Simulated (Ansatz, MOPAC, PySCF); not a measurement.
Isomers of CH6AlN: 1 is [CH3][AlH][NH2], 2 is [AlH2][NH]C; one conformer of each (the lowest of an xTB search), B3LYP-D3(BJ)/def2-TZVP minima.
Isomer 1 (charge 0, multiplicity 1):
```xyz
9

C     -1.474    -0.005    -0.181
Al     0.324     0.540     0.354
N      1.717    -0.474    -0.069
H     -1.943     0.755    -0.814
H     -2.125    -0.126     0.690
H     -1.481    -0.947    -0.734
H      0.636     1.862     1.164
H      1.673    -1.341    -0.581
H      2.673    -0.263     0.172
```
Isomer 2 (charge 0, multiplicity 1):
```xyz
9

C     -1.176    -0.377     0.357
N     -0.102     0.018    -0.544
Al     1.564     0.474    -0.154
H     -2.034     0.301     0.301
H     -1.537    -1.391     0.150
H     -0.815    -0.363     1.387
H     -0.403     0.016    -1.509
H      2.514     0.859    -1.353
H      1.988     0.463     1.366
```

No zero-point or thermal terms.

Correlated levels freeze the cores. Rows in STO-3G carry no dispersion term and start afresh at each structure. The state that PM7 reach isn't checked; PM7 holds dispersion and hydrogen-bond terms.

Programs: Ansatz (a program for electronic structure); MOPAC for PM7 (differences of heats of formation); PySCF for STO-3G rows, the dispersion terms. Each number belongs to the level named beside it.

| level | electronic energy of isomer 2 less that of isomer 1 (eV) |
|---|---|
| PM7 | 0.654 |
| HF/STO-3G | 0.767 |
| BLYP/def2-TZVPP | 0.855 |
| revPBE-D3(BJ)/def2-TZVPP | 0.852 |
| PBE0-D3(BJ)/def2-TZVPP | 0.878 |
| PBE0-D4/def2-TZVPP | 0.877 |
| BHLYP/def2-TZVPP | 0.858 |
| MP2/cc-pV(T+d)Z | ? |
| CCSD/cc-pV(T+d)Z | 0.859 |

Problem. Fill in the missing entries.

Solution. 
- MP2/cc-pV(T+d)Z, electronic energy of isomer 2 less that of isomer 1 (eV): 0.907
